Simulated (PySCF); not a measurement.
Molfile (atoms numbered from 1):
```
C3H3FO4Si
     RDKit          3D

 12 12  0  0  0  0  0  0  0  0999 V2000
   -1.9468   -0.1711   -0.6288 C   0  0  0  0  0  0  0  0  0  0  0  0
   -0.4837   -0.3634    0.5234 Si  0  0  0  0  0  4  0  0  0  0  0  0
   -0.7944   -1.1248    1.8920 F   0  0  0  0  0  0  0  0  0  0  0  0
    0.2975    1.0414    0.9079 O   0  0  0  0  0  0  0  0  0  0  0  0
    1.5900    1.0507    0.5414 C   0  0  0  0  0  0  0  0  0  0  0  0
    2.3297    1.9633    0.7085 O   0  0  0  0  0  0  0  0  0  0  0  0
    1.9390   -0.2978   -0.1285 C   0  0  0  0  0  0  0  0  0  0  0  0
    2.9962   -0.6092   -0.5684 O   0  0  0  0  0  0  0  0  0  0  0  0
    0.8473   -1.0802   -0.1448 O   0  0  0  0  0  0  0  0  0  0  0  0
   -2.7415    0.3836   -0.1401 H   0  0  0  0  0  0  0  0  0  0  0  0
   -2.3441   -1.1446   -0.8983 H   0  0  0  0  0  0  0  0  0  0  0  0
   -1.6881    0.3514   -1.5461 H   0  0  0  0  0  0  0  0  0  0  0  0
  1  2  1  0
  2  3  1  0
  2  4  1  0
  4  5  1  0
  5  6  2  0
  5  7  1  0
  7  8  2  0
  7  9  1  0
  9  2  1  0
  1 10  1  0
  1 11  1  0
  1 12  1  0
M  END
```

- NMR shieldings at PBE0/pcSseg-1/GIAO
- geometry: GFN2-xTB
- code: PySCF 2.14
- no solvent model, one computed conformer, no relativistic terms, fast rotation and ring inversion assumed for equivalent nuclei

References, each an isolated molecule treated in the same way: TMS for 13C (186.93 ppm) and 1H (31.72 ppm) and 29Si (349.16 ppm); CFCl3 for 19F (170.95 ppm); 17O (336.08 ppm) against H2O.

```csv
atoms,nucleus,count,Hirshfeld charge,δ (ppm)
O4/O9,17O,2,-0.20,?
H10/H11/H12,1H,3,0.07,0.73
F3,19F,1,-0.18,-136.2
C5/C7,13C,2,0.20,156.2
Si2,29Si,1,0.60,-28.6
O6/O8,17O,2,-0.21,?
C1,13C,1,-0.19,-4.5
```

Q: Complete the table.

A: 
- O6/O8: 477.9 ppm, carbonyl oxygen
- O4/O9: 225.6 ppm, oxygen bonded to C, Si, in a 5-membered ring

Shifts are as computed. Against solution values, carbons near 30 ppm lie about +3 ppm off and those near 130 ppm about +5 ppm. Of 1211 compounds with measured shifts, 218 miss one by over three times the rms of a fit or turn the order of signals round; such compounds aren't used in these exercises. Unscaled 19F shifts against computed CFCl3 carry errors that often reach 10 to 50 ppm. Unscaled 17O shifts of doubly bonded oxygen tend to come out too high, by tens of ppm or more. Experimental scales use liquid or dissolved standards, which lie at an offset from isolated H2O (liquid H2O: subtract about 36 ppm).
